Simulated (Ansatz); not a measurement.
`[CH3][Ge]([F])([F])[Br]` → F₂ + `[CH3][Ge][Br]` at 500 K and 1 bar (germylene formation by 1,1-elimination).

Computed with Ansatz on PBE0-D4/def2-TZVP structures; ΔE is electronic, products minus reactants. CBS: MP2 limit from def2 TZ/QZ plus the TZ coupled-cluster correction, frozen cores. This one scheme is used for every species. For Br, Ge outer-core shells are correlated without core-valence functions, which leaves a few kJ/mol of doubt a bond. Scalar relativity is left out up to krypton.

```csv
species,CCSD(T)/CBS energy (Eh),H − E (kJ/mol),S (J/(mol·K))
`[CH3][Ge]([F])([F])[Br]`,-4889.01358,157.1,428.5
F₂,-199.39789,21.7,218.2
`[CH3][Ge][Br]`,-4689.31568,126.2,362.1
```

H − E and S are ideal-gas, rigid-rotor, harmonic terms from PBE0-D4/def2-TZVP. 1 Eh = 2625.50 kJ/mol, R = 8.31446 J/(mol·K).

Question: By hand: ΔE, ΔH, ΔS and ΔG.

Answer: ΔE = (-199.39789) + (-4689.31568) − (-4889.01358) = 0.30001 Eh = 787.7 kJ/mol. Δ(H − E) = 21.7 + 126.2 − 157.1 = -9.2, so ΔH = 778.5 kJ/mol. ΔS = 218.2 + 362.1 − 428.5 = 151.8 J/(mol·K). ΔG = 778.5 − 500 × (151.8)/1000 = 702.6 kJ/mol.

Question: By hand: the equilibrium constant, and the temperature at which ΔG would vanish if ΔH and ΔS stayed fixed.

Answer: log₁₀ K = −ΔG/(RT ln 10) = -73.4. ΔG = 0 at ΔH/ΔS = 5128 K, far beyond where these terms or the molecules hold.

The number of gas molecules changes by +1, which sets the sign of ΔS. A doubt of 5 kJ/mol in ΔE shifts log₁₀ K by 0.5 here. These are equilibria of isolated gas molecules and say nothing of rates. Largest T1 diagnostic: 0.011 (customary marks: 0.02 for closed shells, 0.045 for open ones).
